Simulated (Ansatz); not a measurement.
Results of the Gaussian-basis code of Ansatz.

A structure relaxed at PBE0-D4/def2-TZVP, charge 0, multiplicity 1:

| atom | x (Å) | y (Å) | z (Å) |
| --- | --- | --- | --- |
| C1 | -0.8171 | 0.0099 | -0.6979 |
| Ge2 | 0.6358 | -0.0076 | 0.5429 |
| F3 | 1.8802 | -1.1043 | 0.1125 |
| F4 | 1.4058 | 1.5147 | 0.7052 |
| F5 | 0.1649 | -0.4519 | 2.1296 |
| H6 | -0.4475 | 0.3060 | -1.6790 |
| H7 | -1.2522 | -0.9873 | -0.7546 |
| H8 | -1.5698 | 0.7207 | -0.3587 |

Task: Give its formula and SMILES.

Result: CH3F3Ge, `[CH3][Ge]([F])([F])[F]`.

Task: Point group (tolerance 0.08 Å, 0.16 Å for H)?

Result: C3v.

Task: Summarise the bond lengths by kind.

Result: 1 × C–Ge 1.911 Å; 3 × C–H 1.089 Å; 3 × F–Ge 1.714 Å.
